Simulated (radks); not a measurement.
Results of a calculation; reference values are marked as such.
Charge is removed step by step from the 5p level of neutral caesium, starting from [Xe] 6s1. Level of theory: scalar-relativistic Kohn-Sham, LDA (Slater exchange, Perdew-Wang correlation), spin-unpolarised, spherical densities, point nucleus (a radial shooting solver on a logarithmic mesh with Libxc functionals).

removed (e)  E - E(0) (eV)  eigenvalue (eV)  E minus straight line (eV)
0                    0.000          -13.606                       0.000
0.1                  1.402          -14.441                      -0.397
0.2                  2.888          -15.294                      -0.710
0.3                  4.460          -16.163                      -0.937
0.4                  6.119          -17.046                      -1.077
0.5                  7.868          -17.943                      -1.127
0.6                  9.707          -18.853                      -1.087
0.7                 11.638          -19.774                      -0.955
0.8                 13.661          -20.707                      -0.731
0.9                 15.778          -21.651                      -0.413
1                   17.990          -22.605                       0.000

Removing the whole electron costs 17.990 eV by Delta-SCF, against 13.606 eV from minus the eigenvalue at the starting occupation. Slater's transition state (half an electron removed) gives 17.943 eV. Integrating minus the eigenvalue over the occupation (Janak's theorem) gives 17.997 eV. In this scalar-relativistic scheme the density is built from large components alone, so the theorem holds only approximately. The mean slope of the eigenvalue, de/dn, is 9.00 eV per electron.
